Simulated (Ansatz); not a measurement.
# Calibrating B3LYP-D4/def2-TZVPP on Ga-containing molecules

The vertical ionisation energy (cation less neutral) in eV of 7 Ga-containing molecules: x at B3LYP-D4/def2-TZVPP, y at CCSD(T)/def2-TZVPP. Shapes, held fixed at every level: PBE0-D4/def2-TZVP. Programs: Ansatz 0.2.0.

```
              molecule  x (eV)  y (eV)
GaBr (SMILES [Ga][Br])    9.65    9.53
GaCl (SMILES [Cl][Ga])    9.94    9.79
             GaH3(NH3)    9.94   10.12
             PH3(GaH3)   10.19   10.35
             GaH3(OH2)   10.25       ?
             GaH3(SH2)   10.25   10.44
  GaF (SMILES [F][Ga])   10.62   10.38
```

Task: Fit y = c + s·x to the known rows and predict y for GaH3(OH2).

Result: 
1. Means of the 6 rows: x = 10.0983, y = 10.102.
2. Σ(Δx)² = 0.55468, Σ(Δx·Δy) = 0.52202, so the slope is 0.52202/0.55468 = 0.94112.
3. Intercept: 10.102 − (0.94112) × 10.0983 = 0.598. The largest residual of the fit is 0.21.
4. GaH3(OH2): 0.598 + 0.94112 × 10.25 = 10.24 eV.

CCSD(T)/def2-TZVPP gives 10.45 eV, so the prediction is off by -0.21 eV, within the largest residual. Uncorrected, B3LYP-D4/def2-TZVPP misses GaH3(OH2) by -0.20 eV, and the other rows by 0.17 on average. The line doesn't help this one. Left out in turn, the other rows are missed by 0.30 eV on average, worse than no correction. Cations run unrestricted. Relativity is left out for Br, Ga. Outer-core shells of Br, Ga are correlated, in sets that cover them unevenly.
